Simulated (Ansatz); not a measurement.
# GeH2OSn: where a starting geometry ends

The starting geometry of this gas-phase singlet was optimised with GFN2-xTB.

```xyz
5

Ge    0.8629    1.6502    0.8155
O     1.3690    0.1621    0.4660
Sn   -0.7437   -0.7696   -0.2936
H    -1.3982   -0.7413    1.3890
H    -1.2632    1.0669   -0.3470
```

**Question.** Where would you expect an optimisation with PBE0-D3(BJ)/def2-SVP to take it?

**Answer.** New bonds form, giving a structure with H5 bridging Sn3 and Ge1, given below by its coordinates. Contacts that close: Ge1–Sn3 (3.11 → 2.93 Å), Ge1–H5 (2.49 → 1.82 Å), O2–Sn3 (2.43 → 2.17 Å).

The energy falls by 0.50 eV over 9 steps:

| step | E − E(last) (eV) |
| --- | --- |
| 1 | 0.499 |
| 2 | 0.208 |
| 3 | 0.097 |
| 4 | 0.038 |
| 5 | 0.005 |
| 6 | 0.001 |
| 7 | 0.000 |
| 8 | 0.000 |
| 9 | 0.000 |

Final geometry (Å):

```xyz
5

Ge    0.6343    1.6911    0.6044
O     1.1841    0.0664    0.4738
Sn   -0.6719   -0.7847   -0.2653
H    -1.3699   -0.8270    1.3866
H    -0.9499    1.2224   -0.1698
```

No frequencies were run, so the end isn't proven a minimum. Atoms past krypton carry core potentials, without spin–orbit terms. Run with Ansatz 0.2.0, 17 s on 2 threads of Arm Neoverse V1, on a shared host.
